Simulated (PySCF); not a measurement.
Spinor energies of Tc³⁰⁺ (technetium, charge +30)

Start: [Ne] 3s2 3p1; 3p1/2 filled at m_j = +1/2. Calculated with PySCF 2.14 in an even-tempered Gaussian basis (19 s from 4.9 bohr⁻², ratio 2.4; 13 p from 6.4 bohr⁻², ratio 2.4; 5 d from 22 bohr⁻², ratio 2.6; 4 f from 34 bohr⁻², ratio 2.6): generalised Hartree-Fock with the X2C-1e Hamiltonian and a Gaussian nucleus; one run each with spin-orbit coupling (SO) switched off, then screened by Boettger's factors.

| spinor shell | electrons | ε, spin-free (eV) | ε, screened SO (eV) | weight of nominal j (screened SO) | rms radius, screened SO (bohr) |
| --- | --- | --- | --- | --- | --- |
| 1s1/2 | 2 | -22750.0 | -22747.8 | 1.000 | 0.0393 |
| 2s1/2 | 2 | -4603.8 | -4602.7 | 1.000 | 0.159 |
| 2p1/2 | 2 | -4282.9 | -4368.7 | 1.000 | 0.138 |
| 2p3/2 | 4 | -4282.9 | -4241.5 | 1.000 | 0.142 |
| 3s1/2 | 2 | -1771.4 | -1770.9 | 1.000 | 0.387 |
| 3p1/2 | 1 | -1685.2 | -1705.0 | 1.000 | 0.372 |

```
   quantity    spin-free  screened SO
E (hartree)  -3607.44362  -3608.64436
        M_J          1/2          1/2
       ⟨J²⟩        1.088        0.751
       ⟨L²⟩        2.005        2.007
       ⟨S²⟩        0.752        0.754
```

Each row is a mean over spinors that exchange with the open shell spreads, by up to 9.643 eV (2p1/2).

Breit and QED terms are absent; they matter most for the inner s and p1/2 levels.

Densities and radii are taken from the X2C orbitals without a picture-change correction, which distorts them close to the nucleus.

Without spin-orbit coupling the j labels of p, d and f shells carry no meaning; the spin-free column gives the mean over the occupied spinors of each nl shell, and its ⟨J²⟩ belongs to a mixture of degenerate components.
